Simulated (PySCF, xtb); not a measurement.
TiOBr, SMILES [O]=[Ti][Br] (connectivity only; charge and spin as stated), neutral, multiplicity 2.

Harmonic wavenumbers (cm⁻¹) from xtb with GFN2-xTB at its own minimum, in rising order: 151, 296, 909.

**Question.** What does B3LYP-D3(BJ)/def2-TZVP (PySCF) give at its own minimum? (The exact figures need the calculation; the answer reports its results.)

**Answer.** 94, 303, 1042. Paired by order, the mean absolute difference is 66 cm⁻¹ and the zero-point energies are 1.9 and 2.1 kcal/mol.
